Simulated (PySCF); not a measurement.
# NMR problem set

PySCF calculation with structure optimised with GFN2-xTB and shieldings: GIAO PBE0/pcSseg-1; relativity neglected, fast rotation and ring inversion assumed for equivalent nuclei, isolated molecule, one computed conformer.

δ = σ(ref) − σ, references computed at the same level: TMS for $^{1}$H and $^{13}$C. Splittings of carbon signals by F and P are missing where no couplings were computed. Where no couplings were computed, multiplicities follow the n + 1 count of equivalent neighbours, and m marks all less simple cases (inequivalent or close neighbours, rings, F or P nearby). Acid and N–H amide carbonyl carbons lie up to 10 ppm further downfield in solution (hydrogen bonding). Shifts are as computed. Against solution values, carbons near 30 ppm lie about +3 ppm off and those near 130 ppm about +5 ppm. Of 1309 compounds with measured shifts, 239 miss one by over three times the rms of a fit or turn the order of signals round; such compounds aren't used in these exercises. OH and NH positions are gas-phase values without hydrogen bonding to other molecules.

**Question.** C₂H₇NO₄Si. $^{1}$H NMR (300 MHz, computed): δ 6.43 (br s, 1H), 4.11 (s, 3H), 2.26 (br s, 1H), 0.87 (br s, 2H). $^{13}$C{$^{1}$H} NMR (computed): δ 184.1 (C), 53.4 (CH3). Identify the compound.

**Answer.** SMILES CO[Si@@](N)(O)C(=O)O. Rings plus π bonds: 1 (no ring in the answer). 2 carbon signals for 2 carbons: no two carbons are equivalent. Carbon types of the structure: 1 × C, 1 × CH3, leaving 4 H on heteroatoms. δC 184.1: carbonyl carbon. δC 53.4: methyl carbon bonded to O; deshielded by the electronegative neighbour. δH 6.43: hydrogen on an acid hydroxyl oxygen; exchangeable; this is the value without hydrogen bonding to other molecules. δH 4.11: hydrogen on a methyl carbon bonded to O; its carbon carries O, which withdraws density.

The data come from this structure; uniqueness wasn't tested.

**Question.** C₆H₉NOSi. $^{1}$H NMR (500 MHz, computed): δ 5.06 (m, 1H), 3.38 (m, 1H), 2.38 (m, 1H), 2.04 (m, 1H), 1.98 (m, 1H), 1.77 (m, 1H), 1.23 (m, 1H), 0.05 (m, 1H), -0.39 (br s, 1H). $^{13}$C{$^{1}$H} NMR (computed): δ 124.8 (C), 60.4 (CH), 26.0 (CH2), 23.2 (CH2), 16.8 (C), 11.4 (CH2). What is it?

**Answer.** SMILES N#C[Si@@H]1CC[C@]12C[C@H]2O. Rings plus π bonds: 4 (2 rings in the answer). 6 carbon signals for 6 carbons: no two carbons are equivalent. Carbon types of the structure: 2 × C, 1 × CH, 3 × CH2, leaving 2 H on heteroatoms. δC 124.8: nitrile carbon; C≡N carbons fall here, among the sp2 signals but without a proton. δC 60.4, 23.2, 16.8: three-membered-ring carbon. δC 26.0: sp3 CH2 in a ring; aliphatic region, no heteroatom directly attached. δH -0.39: hydrogen on an alcohol oxygen; exchangeable; this is the value without hydrogen bonding to other molecules.

This is the structure that produced the data.

**Question.** C₈H₁₄Si. $^{1}$H NMR (600 MHz, computed): δ 5.60 (br s, 1H), 5.28 (br s, 1H), 2.52 (m, 1H), 2.48 (m, 1H), 1.68 (s, 3H), 1.41 (m, 1H), 1.24 (m, 1H), 0.92 (m, 1H), 0.85 (m, 1H), 0.27 (m, 1H), 0.23 (m, 1H), -0.40 (m, 1H). $^{13}$C{$^{1}$H} NMR (computed): δ 157.0 (C), 114.8 (CH2), 36.0 (C), 25.7 (CH3), 21.7 (CH), 13.9 (CH2), 9.6 (CH2), 2.5 (CH2). Give a structure.

**Answer.** `C=C(C)[C@@]1(C2CC2)C[SiH2]1`. The formula gives 3 degrees of unsaturation (2 rings in the answer). 8 carbon signals for 8 carbons: no two carbons are equivalent. Carbon types of the structure: 2 × C, 1 × CH, 4 × CH2, 1 × CH3, leaving 2 H on heteroatoms. δC 157.0: fully substituted alkene carbon; as expected for a trigonal carbon in a double bond. δC 114.8: terminal =CH2 carbon; as expected for a trigonal carbon in a double bond. δH 5.60, 5.28: hydrogen on a terminal =CH2 carbon; olefinic region. δH 1.68: hydrogen on an allylic methyl carbon; allylic position.

The shifts were computed for this structure.

**Question.** C₂H₁₄NPSi₄. $^{1}$H NMR (300 MHz, computed): δ 6.24 (m, 1H), 3.75 (s, 3H), 3.64 (s, 3H), 3.00 (m, 1H), 2.84 (m, 1H), 2.58 (s, 3H), 1.07 (m, 2H). $^{13}$C{$^{1}$H} NMR (computed): δ 45.0, 41.9. What is it?

**Answer.** SMILES CN1C[Si]([SiH3])([SiH3])[Si@H]1P. 2 carbon signals for 2 carbons: no two carbons are equivalent. Carbon types of the structure: 1 × CH2, 1 × CH3, leaving 9 H on heteroatoms. δC 45.0: sp3 CH2 bonded to N and Si; pulled downfield by the heteroatom. δC 41.9: methyl carbon bonded to N; the inductive effect lowers its shielding. δH 3.00, 2.84: hydrogen on an sp3 CH2 bonded to N and Si; its carbon carries N, hence the downfield position. δH 2.58: hydrogen on a methyl carbon bonded to N; its carbon carries N, an electronegative neighbour.

The data come from this structure; uniqueness wasn't tested.
